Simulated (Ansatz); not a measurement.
H2MgO (SMILES [OH][MgH]) moved off its minimum; all values from Ansatz (a first-principles code), cores frozen in correlated methods.
(charge 0, multiplicity 1)
```xyz
4

Mg     0.03874    -0.00270    -0.68963
H      0.03902     0.03802    -2.38644
O      0.00331    -0.02437     1.03708
H     -0.02944     0.02885     2.01018
```

Forces at MP2/def2-TZVPPD (eV/Å):

```
atom      Fx      Fy      Fz
----  ------  ------  ------
Mg1    0.003   0.034  -1.323
H2     0.013  -0.013   0.043
O3    -0.069   0.070   2.705
H4     0.053  -0.091  -1.425
```

Give the forces (eV/Å), the total energy and the dipole at CCSD(T)/def2-TZVPPD.


```
atom      Fx      Fy      Fz
----  ------  ------  ------
Mg1    0.002   0.031  -1.180
H2     0.013  -0.012  -0.011
O3    -0.069   0.073   2.663
H4     0.054  -0.093  -1.472
```
Energy -276.0093 hartree, dipole 0.76 D.
